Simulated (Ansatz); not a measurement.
Start from `F[Si](F)(Cl)O[SiH2]Cl` and change one atom or group to get `F[Si](F)(Cl)I`.

Ansatz, PBE0-D4/def2-TZVP geometries, multiplicity 1. Each molecule was computed in one conformer, which needn't be the lowest.

Elements past krypton have def2 core potentials.

```
                                      property  `F[Si](F)(Cl)O[SiH2]Cl`
         HOMO energy (ωB97M-V/def2-TZVPP) / eV                   -11.51
size of the dipole moment (PBE/def2-TZVPP) / D                     1.58
           HOMO–LUMO gap (PBE/def2-TZVPP) / eV                     6.88
             LUMO energy (PBE/def2-TZVPP) / eV                    -0.99
             HOMO energy (PBE/def2-TZVPP) / eV                    -7.87
         HOMO–LUMO gap (B3LYP/def2-TZVPP) / eV                     8.72
```

Q: Give the same properties after the change, and the shifts. (An estimate is asked.)

A: Ansatz gave: 
```tsv
property	`F[Si](F)(Cl)I`	shift
HOMO energy (ωB97M-V/def2-TZVPP) / eV	-10.58	0.93
size of the dipole moment (PBE/def2-TZVPP) / D	0.99	-0.59
HOMO–LUMO gap (PBE/def2-TZVPP) / eV	5.36	-1.52
LUMO energy (PBE/def2-TZVPP) / eV	-1.89	-0.90
HOMO energy (PBE/def2-TZVPP) / eV	-7.25	0.62
HOMO–LUMO gap (B3LYP/def2-TZVPP) / eV	6.94	-1.78
```

With PBE0 the HOMO rises by 0.82 eV and the LUMO falls by 0.90 eV, so the gap narrows by about 1.72 eV. PBE moves the HOMO by 0.62 eV and ωB97M-V by 0.93 eV. The zero-point energy changes by -62.5 kJ/mol with -12 modes. Dipoles are sizes alone; their direction can turn.

B3LYP here is the variant with VWN-RPA as its local correlation; programs differ in this.

Spin–orbit coupling is left out; it splits and shifts lone-pair levels of the heavy atoms by tenths of an eV.
